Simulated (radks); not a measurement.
Excited configurations of Si: one electron is placed in a higher orbital outside [Ne] 3s2 3p1. The ground configuration is [Ne] 3s2 3p2. All-electron calculation, Dirac Kohn-Sham, BLYP, spin-unpolarised, spherical densities, point nucleus; open shells fill j = l - 1/2 first. Program: a radial shooting solver on a logarithmic mesh with Libxc functionals. Excitation = E - E(ground); binding = E(ion) - E, where the ion is the core of charge +1; n* = 1/sqrt(2 binding) in atomic units, and the quantum defect is n - n*.

\begin{tabular}{lrrrrrr}
outer orbital & excitation (eV) & binding (eV) & n* & quantum defect & eigenvalue (eV) & <r> (bohr) \\ \hline
3d3/2 & 5.753 & 1.852 & 2.711 & 0.289 & -0.512 & 7.917 \\
4s1/2 & 4.478 & 3.126 & 2.086 & 1.914 & -1.641 & 6.714 \\
5s1/2 & 6.016 & 1.588 & 2.927 & 2.073 & -0.897 & 13.46 \\
6s1/2 & 6.624 & 0.980 & 3.726 & 2.274 & -0.586 & 22.54 \\
7p1/2 & 7.009 & 0.595 & 4.783 & 2.217 & -0.386 & 41.29 \\
\end{tabular}

The Delta-SCF ionisation energy is 7.604 eV (NIST Atomic Spectra Database: 8.152 eV, measured). Self-interaction in the functional shifts the binding energies and quantum defects, so they are the method's values and not measured ones. Spin polarisation and multiplet splitting are left out, so open shells lie too high by an amount that depends on their filling.

Beside tabulated values, note that spin-unpolarised runs miss the spin-polarisation part of the exchange energy of open shells.
